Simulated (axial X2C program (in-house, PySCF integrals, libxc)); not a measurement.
Bond lengths and stretching modes, held linear, of HfSH

Calculated with an axial X2C code built on PySCF integrals: two-component X2C with atomic mean-field Coulomb and Gaunt terms, Gaussian nuclei, basis Hf dyall-v3z, S dyall-av3z, H dyall-v3z with contracted cores. Spin-free rows use the one-electron spin-free X2C Hamiltonian.

Masses Hf 179.947, S 31.972, H 1.008 u. States: 2c Ω = 3/2 (beyond evenly filled blocks: ω = 3/2); spin-free M_S = 1/2, Λ = 2 (beyond evenly filled blocks: δ+α).

MP2, spin-free: energies above the lowest point

```csv
r(Hf–S) (Å),r(S–H) (Å),E (meV)
2.2747,1.3114,41.39
2.2747,1.3450,34.27
2.2747,1.3786,56.64
2.3330,1.3114,6.84
2.3330,1.3450,0.00
2.3330,1.3786,22.38
2.3330,1.4123,69.47
2.3913,1.3114,21.22
2.3913,1.3450,14.45
2.3913,1.3786,37.02
2.4497,1.3450,67.62
2.4497,1.4123,137.60
```

Task: Fit a quadratic surface with cubic terms in each bond: where is the minimum, and what are the two stretching wavenumbers?

Result: At MP2, spin-free: bonds 2.343 and 1.335 Å; harmonic stretches 367.5 and 2753.7 cm⁻¹; force constants 2.22, 4.36 and coupling 0.01 mdyn/Å.

The other levels and Hamiltonians give:

| Hamiltonian | level | r(Hf–S) (Å) | r(S–H) (Å) | lower stretch (cm⁻¹) | upper stretch (cm⁻¹) |
| --- | --- | --- | --- | --- | --- |
| 2c | PBE0 | 2.330 | 1.344 | 363.7 | 2672.7 |
| 2c | HF | 2.400 | 1.321 | 341.7 | 2890.1 |
| 2c | PBE | 2.337 | 1.361 | 355.1 | 2496.9 |
| 2c | MP2 | 2.347 | 1.334 | 363.3 | 2768.6 |
| spin-free | PBE0 | 2.329 | 1.344 | 364.9 | 2669.1 |
| spin-free | HF | 2.395 | 1.322 | 343.3 | 2873.4 |
| spin-free | PBE | 2.336 | 1.361 | 356.3 | 2490.4 |

Each state is one determinant, the lowest of a limited PBE0 search; the stretches come from a fit to these few points and carry an uncertainty of a few per cent. Other orders of the atoms were not compared. MP2 freezes inner shells (threshold -2 hartree). The molecule was held linear; bending was not examined, so a bent shape may lie lower. Hydrosulfides and their kin are strongly bent in nature, so this linear model does not describe the real molecule. Note: functional without a current term on a determinant with orbital currents, of the molecule or an atom.
